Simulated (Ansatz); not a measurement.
`NC(F)([SiH3])S` + H–F → `NC(F)(F)[SiH3]` + H₂S at 298.15 K and 1 bar (substitution at a C–S bond).

Computed with Ansatz on PBE0-D4/def2-TZVP structures; ΔE is electronic, products minus reactants. CBS: MP2 limit from def2 TZ/QZ plus the TZ coupled-cluster correction, frozen cores. This one scheme is used for every species. One conformer a species, not always the lowest.

```
         species  CCSD(T)/CBS energy (Eh)  H − E (kJ/mol)  S (J/(mol·K))
`NC(F)([SiH3])S`               -882.99145           207.5          347.1
             H–F               -100.39570            33.5          173.6
`NC(F)(F)[SiH3]`               -584.40769           186.3          333.4
             H₂S               -398.97279            49.9          205.7
```

H − E and S are ideal-gas, rigid-rotor, harmonic terms from PBE0-D4/def2-TZVP, for one conformer and one mirror image of each species. 1 Eh = 2625.50 kJ/mol, R = 8.31446 J/(mol·K).

Q: By hand: ΔE, ΔH, ΔS and ΔG.

A: ΔE = (-584.40769) + (-398.97279) − (-882.99145) − (-100.39570) = 0.00667 Eh = 17.5 kJ/mol. Δ(H − E) = 186.3 + 49.9 − 207.5 − 33.5 = -4.8, so ΔH = 12.7 kJ/mol. ΔS = 333.4 + 205.7 − 347.1 − 173.6 = 18.4 J/(mol·K). ΔG = 12.7 − 298.15 × (18.4)/1000 = 7.2 kJ/mol.

Q: By hand: the equilibrium constant, and the temperature at which ΔG would vanish if ΔH and ΔS stayed fixed.

A: log₁₀ K = −ΔG/(RT ln 10) = -1.3. ΔG = 0 at ΔH/ΔS = 690 K, though so small a ΔS makes that figure unsure.

TΔS isn't small against ΔH here. A doubt of 5 kJ/mol in ΔE shifts log₁₀ K by 0.9 here. Other conformers and mirror images would add mixing entropy, several J/(mol·K) or more a flexible species. These are equilibria of isolated gas molecules and say nothing of rates. Largest T1 diagnostic: 0.013 (customary marks: 0.02 for closed shells, 0.045 for open ones).
